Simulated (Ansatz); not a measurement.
`C[O][SnH]([NH2])[F]`, charge 0, multiplicity 1.

Give a relaxed structure at PBE0-D4/def2-TZVP (Ansatz 0.2.0). (Best estimate.)

Ansatz gave: 
Cartesian coordinates in Å:
```
C -1.0122 0.2618 1.4692
O 0.3563 0.4924 1.2261
Sn 1.0773 0.4433 -0.5860
N 0.6220 -1.2431 -1.5708
F 0.1212 1.7635 -1.6031
H -1.6322 1.1028 1.1386
H -1.1494 0.1387 2.5468
H -1.3820 -0.6483 0.9779
H 2.7054 0.8785 -0.4814
H 0.5026 -2.0544 -0.9781
H -0.2089 -1.1353 -2.1393
```
This is one stationary point; other conformers may exist.
